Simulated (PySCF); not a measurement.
# Static response to an electric field

Compound: C7H4OS.
Atom-mapped SMILES: `[CH:1]#[C:2][c:3]1[cH:4][c:5](=[S:6])[cH:7][cH:8][o:9]1` (hydrogens: H10 on C1; H11 on C4; H12 on C7; H13 on C8)

Geometry (PBE0-D3(BJ)/def2-SVP, Å), atoms numbered from 1 in this order:
```
atom  x, y, z in Å
C1     3.5208    0.0295    0.1091
C2     2.3096   -0.0029    0.1266
C3     0.8878   -0.0151    0.1492
C4     0.1113    1.0980    0.2502
C5    -1.3303    1.0161    0.2679
S6    -2.3054    2.3433    0.3945
C7    -1.8286   -0.3391    0.1659
C8    -0.9806   -1.3842    0.0699
O9     0.3557   -1.2576    0.0605
H10    4.5958    0.0545    0.0931
H11    0.5895    2.0751    0.3197
H12   -2.9051   -0.5132    0.1678
H13   -1.2849   -2.4287   -0.0094
```

Level: CAM-B3LYP/def2-SVPD (PySCF), static field, nuclei fixed, core orbitals frozen in the response. The polarisability tensor in these axes (au):

```
x   169.51 -35.75  -4.68
y   -35.75 128.45   6.01
z    -4.68   6.01  62.20
```

Q: Give the principal values, the mean and the anisotropy Δα = √{½[(α1 − α2)² + (α2 − α3)² + (α1 − α3)²]}.

A: Principal values 61.63, 107.93 and 190.59 au; mean 120.05 au = 17.79 Å³ = 19.79 × 10⁻⁴⁰ C²·m²/J; Δα = 113.15 au (94 % of the mean).

Q: What is the dipole moment, and where does it point?

A: (3.01, -3.48, -0.34) D, 4.61 D in size, pointing from the negative to the positive side. Measured along this direction, the outermost atoms are S6 at the negative end and H10 at the positive end.

Q: Along which axes do the principal values lie, and how far do the nuclei extend along each?

A: Largest value along (0.86, -0.50, -0.05), where the nuclei span 7.12 Å; middle along (0.50, 0.86, 0.06), 5.11 Å; least along (0.02, -0.08, 1.00), 0.01 Å. The response follows the extents in order.

Q: Find the Langevin capture rate constant for O2+ (31.990 u) meeting this molecule (135.998 u), k = 2.342 × 10⁻⁹ cm³/s × √(α in Å³ / reduced mass in u).

A: The reduced mass is 25.90 u, so k = 1.94 × 10⁻⁹ cm³/s. The formula leaves out the permanent dipole, which adds to the capture rate.

Q: In TDDFT the mean static polarisability is Σ f/ω² over all singlet excitations (ω in hartree). How much of it do the 6 lowest give? Their energies (eV) and oscillator strengths: 2.43, 0.0000; 4.01, 0.4077; 4.29, 0.0008; 4.51, 0.1060; 5.13, 0.2243; 5.38, 0.0000.

A: They add up to 28.98 au, 24.1 % of the 120.05 au; the largest single term is 18.79 au, from the state at 4.01 eV. Terms in order: 0.00, 18.79, 0.03, 3.86, 6.30, 0.00 au. Higher excitations give the rest. The strengths listed sum to 0.739.

Q: How large is μ²/3kT at 400 K beside α?

A: In Gaussian units μ²/3kT = 128.32 Å³ against 17.79 Å³, a ratio of 7.21; the Debye molar polarisation (4π/3)N_A(α + μ²/3kT) is 368.6 cm³/mol, leaving out the vibrational part.

Geometry: PBE0-D3(BJ)/def2-SVP; no solvent, vibrations or thermal averaging.
